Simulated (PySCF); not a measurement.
## Electronic structure of Ne (neon, neutral) at the TPSS level

Configuration: [Ne], closed-shell 1S. Computed with PySCF 2.14 in Sapporo-DZP-2012 (4s3p1d, 18 functions), with the spin-free X2C one-electron Hamiltonian (Gaussian nucleus).

```json
{
  "Total energy": "-129.0331 hartree",
  "One-electron energy": "-182.7770 hartree",
  "Hartree (Coulomb) energy": "66.3086 hartree",
  "Exchange-correlation energy": "-12.5647 hartree",
  "⟨S²⟩": "0.0000",
  "⟨L²⟩": "0.000",
  "Sum of ⟨r⟩": "7.833 bohr",
  "Sum of ⟨r²⟩": "9.088 bohr²",
  "Langevin diamagnetic susceptibility": "-7.20 ×10⁻⁶ cm³/mol",
  "Time after the integrals": "0.13 s of wall time on 1 thread of Neoverse-V2 (shared host)"
}
```

```json
{"shell": "1s", "electrons": "2", "mean orbital energy (hartree)": "-30.66715", "rms radius, mean of both spins (bohr)": "0.183"}
{"shell": "2s", "electrons": "2", "mean orbital energy (hartree)": "-1.33129", "rms radius, mean of both spins (bohr)": "0.983"}
{"shell": "2p", "electrons": "6", "mean orbital energy (hartree)": "-0.45241", "rms radius, mean of both spins (bohr)": "1.09"}
```
